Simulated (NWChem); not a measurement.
Species: CF$_{2}$, singlet; SMILES F[C]F

Computed with NWChem. Low-valent species are run as closed-shell singlets; no triplet was tried in these runs. All runs use the structure optimised with PBE0/def2-SVP. Ions are spin-unrestricted doublets at the neutral geometry; other ion states weren't tried. Functional: LC-ωPBE (HJS hole) with def2-SVP; rows give the range parameter ω in 1/bohr.

| range parameter (1/bohr) | vertical ionisation energy, ΔSCF (eV) | −ε(HOMO) (eV) | ΔSCF minus −ε(HOMO) (eV) |
|---|---|---|---|
| 0.05 | 11.51 | 7.43 | 4.08 |
| 0.10 | 11.53 | 8.18 | 3.35 |
| 0.20 | 11.63 | 9.52 | 2.11 |
| 0.25 | 11.70 | 10.09 | 1.61 |
| 0.35 | 11.86 | 11.04 | 0.82 |
